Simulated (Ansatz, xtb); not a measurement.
# F2GeHNP: where a starting geometry ends

The starting geometry of this gas-phase doublet was built from a drawn formula by distance geometry and a force field; its bonds are those of `[F][Ge]1([F])[N][PH]1`.

```xyz
6

F     2.1244    1.2639    0.4542
F     0.3719    3.6350   -0.3418
Ge    0.7459    1.9237   -0.4153
N    -0.8022    0.8941    0.0027
P    -0.5420    0.5148   -1.6792
H    -1.4033    1.6231   -2.1734
```

Task: Predict what it relaxes into with r2SCAN-D4/def2-SVP.

Result: It keeps its bonds, and is `[F][Ge]1([F])[N][PH]1`.

The energy falls by 0.50 eV over 9 steps:

```json
{"step": "1", "E − E(last) (eV)": "0.499"}
{"step": "2", "E − E(last) (eV)": "0.263"}
{"step": "3", "E − E(last) (eV)": "0.154"}
{"step": "4", "E − E(last) (eV)": "0.076"}
{"step": "5", "E − E(last) (eV)": "0.037"}
{"step": "6", "E − E(last) (eV)": "0.003"}
{"step": "7", "E − E(last) (eV)": "0.000"}
{"step": "8", "E − E(last) (eV)": "0.000"}
{"step": "9", "E − E(last) (eV)": "0.000"}
```

Final geometry (Å):

```xyz
6

F     2.1939    1.4018    0.2778
F     0.6977    3.6211   -0.0006
Ge    0.6379    1.9212   -0.2411
N    -0.9440    1.0646   -0.0362
P    -0.5066    0.6412   -1.6889
H    -1.5843    1.2046   -2.4637
```

From the same start GFN2-xTB ends elsewhere, differing in Ge3–P5 (3.33 against 2.25 Å here).

The end wasn't checked by frequencies. Open shells are spin-unrestricted. Run with Ansatz 0.2.0, 39 s on 2 threads of Intel(R) Xeon(R) 6975P-C (Granite Rapids), on a shared host.
